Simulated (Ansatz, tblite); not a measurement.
Spin states of K2F2 (the lowest singlet isomer of a short search), each relaxed with PBE0-D4/def2-TZVP in Ansatz. Electronic energies in the gas phase.

The xTB rows come from tblite. LC-ωPBE has ω = 0.4 bohr⁻¹. Correlated methods freeze 12 core orbitals; core or outer-core shells of K are correlated, in sets that lack core-valence functions. In the triplet, F3 and F4 lie 1.96 Å apart (atoms count from 1), so these atoms are partly bonded to each other. In the quintet geometry the species has come apart into loosely held pieces. The structure comes from a short search, and lower isomers may exist.

Singlet geometry (D2h within 0.1 Å):

```xyz
4

K     0.5980    0.8052    1.4249
K    -0.5983   -0.8051   -1.4248
F    -0.1144   -1.3847    0.8305
F     0.1147    1.3846   -0.8306
```

Triplet geometry (D2h within 0.1 Å):

Cartesian coordinates in Å:
```
K -1.1907 -1.8767 -0.6574
K 1.1913 1.8762 0.6577
F -0.4749 0.0012 0.8566
F 0.4743 -0.0007 -0.8570
```

Quintet geometry (D2h within 0.1 Å):

| atom | x (Å) | y (Å) | z (Å) |
| --- | --- | --- | --- |
| K1 | -1.135 | -0.361 | -2.285 |
| K2 | 1.134 | 0.359 | 2.286 |
| F3 | -2.864 | 0.630 | 1.322 |
| F4 | 2.864 | -0.628 | -1.323 |

⟨S²⟩: triplet 2.01 at PBE0-D4/def2-TZVP (pure 2.00), quintet 6.00 at PBE0-D4/def2-TZVP (pure 6.00).

Run but left out: HF/STO-3G (triplet: ⟨S²⟩ 2.32, where a pure state has 2.00); HF/def2-TZVPP, MP2/def2-TZVPP, CCSD/def2-TZVPP, CCSD(T)/def2-TZVPP (flagged by the program: other roots).

Only these spin states were relaxed. The quintet has fallen apart into loose fragments. The quintet has other bonds than the singlet, so the gap mixes isomer and spin.

Problem. Estimate which spin state lies lowest at each of these levels, and by how much: GFN1-xTB; GFN2-xTB; PBE-D4/def2-TZVP; r2SCAN-D4/def2-TZVP; PBE0-D4/def2-TZVP; LC-ωPBE/def2-TZVP; RPA@PBE/def2-TZVP; MP2/def2-TZVP.

Solution. 
```csv
level,triplet − singlet (kcal/mol),quintet − singlet (kcal/mol),lowest of these
GFN1-xTB,115.0,323.3,singlet
GFN2-xTB,92.0,268.6,singlet
PBE-D4/def2-TZVP,100.5,275.1,singlet
r2SCAN-D4/def2-TZVP,105.9,277.1,singlet
PBE0-D4/def2-TZVP,107.9,263.4,singlet
LC-ωPBE/def2-TZVP,123.2,285.6,singlet
RPA@PBE/def2-TZVP,95.6,244.5,singlet
MP2/def2-TZVP,138.2,282.7,singlet
```

Change of the quintet − singlet gap on mixing in exact exchange, in kcal/mol: PBE to PBE0 (25 % exact exchange) -11.6. The xTB methods have no spin-polarisation term.
